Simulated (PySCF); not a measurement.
Magnetic susceptibility: SMILES [CH]1=CC=C[O][Ge@@H]1[S]C, C5H8GeOS

Geometry (Å), atoms numbered from 1 in this order:
```xyz
16

C     2.509    0.086   -0.440
S     2.330   -0.281    1.342
Ge    0.105   -0.346    1.453
C    -0.823   -1.446    0.139
C    -1.541   -0.860   -0.834
C    -1.740    0.552   -0.993
C    -1.235    1.489   -0.173
O    -0.497    1.293    0.914
H     2.109    1.073   -0.652
H     1.999   -0.669   -1.032
H     3.573    0.064   -0.649
H    -0.286   -0.362    2.922
H    -0.724   -2.520    0.166
H    -2.028   -1.489   -1.573
H    -2.335    0.881   -1.831
H    -1.422    2.544   -0.357
```

Level of theory: PySCF 2.14.0, GIAO HF/pcSseg-1 magnetisability, rotational g tensor and spin-rotation constants, non-relativistic, gas phase. Geometry: GFN2-xTB.

The calculation is non-relativistic, which matters for the atoms heavier than Zn.

Problem. How diamagnetic is it, and how anisotropic?

Solution. Isotropic -1577 × 10⁻³⁰ J/T², or -95.0 × 10⁻⁶ cm³/mol; principal values -1722, -1568, -1441 × 10⁻³⁰ J/T², anisotropy 244 × 10⁻³⁰ J/T² (root of half the summed squared differences of the principal values). The susceptibility is in cgs units.

Problem. Split it along the inertial axes a, b, c into diamagnetic and paramagnetic parts about the centre of mass, with the quadrupole moment.

Solution. 
| axis | χ (10⁻⁶ cm³/mol) | diamagnetic (10⁻⁶ cm³/mol) | paramagnetic (10⁻⁶ cm³/mol) | summed x² of all electrons (Å²) | quadrupole Θ (D Å) |
| --- | --- | --- | --- | --- | --- |
| a | -93.5 | -709.6 | 616.1 | 239.4 | -4.17 |
| b | -102.7 | -1342.3 | 1239.6 | 90.3 | +5.15 |
| c | -88.8 | -1398.6 | 1309.8 | 77.0 | -0.98 |

Anisotropies 2χaa − χbb − χcc = +4.5 and 2χbb − χaa − χcc = -23.0 × 10⁻⁶ cm³/mol. Θ is traceless in Buckingham's convention.

Problem. And the rotational g tensor?

Solution. 
```tsv
axis	rotational constant (GHz)	g	nuclear part	electronic part
a	2.0730	-0.0226	0.5775	-0.6000
b	0.9623	-0.0088	0.5516	-0.5604
c	0.9164	-0.0128	0.5511	-0.5639
```
Asymmetric top; isotopes 12C, 74Ge, 1H, 16O, 32S; no vibrational averaging.
